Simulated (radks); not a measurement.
Charge is removed step by step from the 4s1/2 level of Ti+, starting from [Ar] 3d2 4s1. Method: Dirac Kohn-Sham, PBE, spin-unpolarised, spherical densities, finite nucleus; open shells fill j = l - 1/2 first; Fermi nuclear charge, rms radius 3.5921 fm; computed with a radial shooting solver on a logarithmic mesh with Libxc functionals.

removed (e),E - E(0) (eV),eigenvalue (eV),E minus straight line (eV)
0,0.000,-10.347,0.000
0.125,1.342,-11.129,-0.354
0.25,2.783,-11.921,-0.609
0.375,4.323,-12.724,-0.765
0.5,5.964,-13.537,-0.820
0.625,7.708,-14.364,-0.772
0.75,9.556,-15.203,-0.621
0.875,11.509,-16.052,-0.363
1,13.568,-16.890,0.000

Removing the whole electron costs 13.568 eV by Delta-SCF, against 10.347 eV from minus the eigenvalue at the starting occupation. Slater's transition state (half an electron removed) gives 13.537 eV. Integrating minus the eigenvalue over the occupation (Janak's theorem) gives 13.568 eV. The mean slope of the eigenvalue, de/dn, is 6.54 eV per electron. Ionisation energy of Ti+ in the NIST Atomic Spectra Database: 13.576 eV (measured).

Beside tabulated values, note that spin-unpolarised runs miss the spin-polarisation part of the exchange energy of open shells.
